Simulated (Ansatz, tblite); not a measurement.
Cost and result up the ladder for cyclo-(H2SiS)2 (Si₂H₄S₂) (8 atoms). Total charge 0; singlet. Geometry: PBE0-D4/def2-SVP.

```xyz
8

Si    0.154    0.601   -1.258
H    -0.263    0.005   -2.558
H     0.761    1.939   -1.506
S     1.473   -0.698   -0.153
Si   -0.154   -0.601    1.257
H    -0.761   -1.939    1.509
H     0.264   -0.003    2.557
S    -1.474    0.696    0.152
```

Ansatz on 4 threads of Arm Neoverse V1 on a shared host; xTB runs through tblite on one thread. Times are rough, summed over both states, and most runs start from the orbitals of an earlier one. PBE0-D4/def2-TZVP serves as the yardstick here, not as an exact answer. The other state is a triplet.

The xTB rows come from tblite.

xTB has no spin-polarisation term.

| level | functions | vertical triplet (eV) | difference from PBE0-D4/def2-TZVP (eV) |
| --- | --- | --- | --- |
| GFN2-xTB | 40 | 4.51 | -0.50 |
| PBE0-D4/def2-TZVP | 172 | 5.01 | 0.00 |
| PBE-D4/def2-TZVP | 172 | 4.42 | -0.59 |
| GFN1-xTB | 44 | 5.77 | 0.76 |
| r2SCAN-D4/def2-TZVP | 172 | 4.71 | -0.30 |

(1) Estimate how long each takes.

Answers

(1) GFN2-xTB 0.012 s; GFN1-xTB 0.014 s; PBE-D4/def2-TZVP 4.7 s; r2SCAN-D4/def2-TZVP 12 s; PBE0-D4/def2-TZVP 14 s. On shared hardware such times vary by a factor of up to 3.
